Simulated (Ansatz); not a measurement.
Reaction (cleavage of the Si–B bond): `OB[SiH2][ZnH]` + HCl → `Cl[SiH2][ZnH]` + `BO`

Gas-phase electronic energies from Ansatz, PBE0-D4/def2-TZVP geometries. CCSD(T)/CBS adds triple-zeta CCSD(T) − MP2 to the extrapolated MP2 energy (def2 sets, frozen cores). This one scheme is used for every species. Functionals use def2-TZVPP. For Zn outer-core shells are correlated without core-valence functions, which leaves a few kJ/mol of doubt a bond. Scalar relativity is left out up to krypton. Each species was taken in one conformer, which may not be the lowest.

`OB[SiH2][ZnH]`:

Cartesian coordinates in Å:
```
O 1.583 -0.701 1.313
B 1.168 -0.474 0.044
Si -0.219 0.942 -0.312
Zn -2.383 -0.055 -0.317
H 2.215 -1.422 1.386
H 1.596 -1.169 -0.846
H 0.020 1.557 -1.652
H -0.184 2.041 0.700
H -3.795 -0.717 -0.316
```

HCl:

Z-matrix (Å, degrees):
```
Cl
H 1 1.279
```

`Cl[SiH2][ZnH]`:

```xyz
6

Cl   -1.828   -0.900    1.111
Si    0.134   -0.421    0.605
Zn    0.089    0.955   -1.342
H     0.726    0.231    1.806
H     0.847   -1.716    0.430
H     0.032    1.851   -2.609
```

`BO`:

Z-matrix (Å, degrees):
```
B
O 1 1.348
H 1 1.196 2 116.8
H 1 1.202 2 120.7 3 -180.0
H 2 0.961 1 113.5 3 180.0
```

CCSD(T)/CBS gives -102.8 kJ/mol.

Q: Another level gave -94.7 kJ/mol. Which?
A. PBE-QIDH/def2-TZVPP
B. ωB97M-V/def2-TZVPP
C. r2SCAN/def2-TZVPP
D. PBE0-D4/def2-TZVPP

A: D. PBE0-D4 -94.7, PBE-QIDH -103.0, r2SCAN -99.0, ωB97M-V -107.3 kJ/mol.

Largest T1 diagnostic among the species: 0.016.

In def2-TZVPP, CCSD(T) changes the Hartree–Fock value by +27.9 kJ/mol (the triples alone add +3.3 kJ/mol) and MP2 by +18.6 kJ/mol. At CCSD(T), def2-SVP lies +14.1 kJ/mol from the extrapolated value and def2-TZVPP +4.9 kJ/mol. From r2SCAN to r2SCAN0 (25 % exact exchange), in def2-TZVPP and without D4, ΔE moves by −3.9 kJ/mol.

CCSD(T)/CBS has its own doubt, a few kJ/mol and more with outer-core shells, so smaller differences from it don't rank the levels.
